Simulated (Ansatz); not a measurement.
C2H7AlOSi. Total charge 0; spin multiplicity 1. The bonds changed during the relaxation, so this is another structure than the one it started from. The structure was optimised at the PBE0-D4/def2-TZVP level. It is one conformer, not always the lowest.

```xyz
12

C     1.428   -1.460   -0.124
Al   -0.059   -0.234    0.167
Si   -0.259    2.047   -0.697
C    -1.462   -0.783    1.398
O    -1.810   -1.132    0.249
H     1.198   -2.472    0.221
H     2.322   -1.124    0.410
H     1.693   -1.519   -1.184
H     0.758    2.952   -0.084
H    -1.598    2.638   -0.407
H    -0.056    2.120   -2.173
H    -2.154   -1.032    2.223
```

**Question.** What is the dipole moment at B3LYP/def2-TZVPP? (Estimate.)

**Answer.** The calculation gave: 1.85 D, with components (-0.05, -1.07, 1.50) D in this frame, pointing from negative to positive charge.

**Question.** And with PBE, r2SCAN, ωB97M-V? (Best estimate.)

**Answer.** Ansatz gave: PBE 1.80 D, r2SCAN 1.84 D, ωB97M-V 1.90 D.

**Question.** Give the Mulliken charges with B3LYP, ωB97M-V, r2SCAN in def2-TZVPP. (Best estimate.)

**Answer.** Ansatz gave: 
```json
{"atom": "C1", "B3LYP": "-0.45", "ωB97M-V": "-0.52", "r2SCAN": "-0.39"}
{"atom": "Al2", "B3LYP": "0.49", "ωB97M-V": "0.50", "r2SCAN": "0.58"}
{"atom": "Si3", "B3LYP": "0.02", "ωB97M-V": "-0.08", "r2SCAN": "0.00"}
{"atom": "C4", "B3LYP": "-0.02", "ωB97M-V": "-0.02", "r2SCAN": "0.01"}
{"atom": "O5", "B3LYP": "-0.22", "ωB97M-V": "-0.21", "r2SCAN": "-0.22"}
{"atom": "H6", "B3LYP": "0.09", "ωB97M-V": "0.10", "r2SCAN": "0.06"}
{"atom": "H7", "B3LYP": "0.09", "ωB97M-V": "0.11", "r2SCAN": "0.07"}
{"atom": "H8", "B3LYP": "0.09", "ωB97M-V": "0.11", "r2SCAN": "0.07"}
{"atom": "H9", "B3LYP": "-0.07", "ωB97M-V": "-0.03", "r2SCAN": "-0.08"}
{"atom": "H10", "B3LYP": "-0.07", "ωB97M-V": "-0.03", "r2SCAN": "-0.07"}
{"atom": "H11", "B3LYP": "-0.07", "ωB97M-V": "-0.03", "r2SCAN": "-0.07"}
{"atom": "H12", "B3LYP": "0.11", "ωB97M-V": "0.11", "r2SCAN": "0.05"}
```

B3LYP here is the variant with VWN-RPA as its local correlation; programs differ in this.
